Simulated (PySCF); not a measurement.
C₃H₆BFO₂. Atoms are numbered in the order given.

```xyz
13

O      1.4199    -1.4155     0.0000
B      0.1225    -1.0088     0.0000
O     -0.8932    -1.9146     0.0000
C     -0.1950     0.5264     0.0000
F     -1.5695     0.7682     0.0000
C      0.6304     1.5369     0.7520
C      0.6304     1.5369    -0.7520
H      1.5003    -2.3786     0.0000
H     -1.7498    -1.4634     0.0000
H      0.0649     2.3283     1.2513
H      1.5125     1.1774     1.2885
H      0.0649     2.3283    -1.2513
H      1.5125     1.1774    -1.2885
```

The structure is a stationary point at B3LYP-D3(BJ)/def2-SVP. The structure was generated by enumeration, and PubChem lists no compound with its InChIKey, so it may never have been made. Other conformers were not sampled.

Computed with PBE/pcSseg-1 (PySCF).

GIAO shieldings, no solvent; atoms listed in one row are averaged. δ = σ(ref) − σ: ¹⁷O against H2O (σ = 334.3 ppm); ¹¹B against BF3 (σ = 83.9 ppm); ¹³C against TMS (σ = 182.0 ppm); ¹⁹F against CFCl3 (σ = 133.6 ppm); ¹H against TMS (σ = 31.49 ppm), references at their B3LYP-D3(BJ)/def2-TZVP geometries, non-relativistic.

Q: Estimate the chemical shifts. (Estimate from the structure and the level; the computed values follow.)

A: 
| nucleus | atoms | count | δ (ppm) |
|---|---|---|---|
| ¹⁷O | O3 | 1 | 139.4 |
| ¹⁷O | O1 | 1 | 110.4 |
| ¹¹B | B2 | 1 | 19.1 |
| ¹³C | C4 | 1 | 76.1 |
| ¹³C | C6, C7 | 2 | 17.2 |
| ¹⁹F | F5 | 1 | -258.1 |
| ¹H | H9 | 1 | 5.57 |
| ¹H | H8 | 1 | 3.93 |
| ¹H | H10, H12 | 2 | 1.32 |
| ¹H | H13, H11 | 2 | 1.21 |
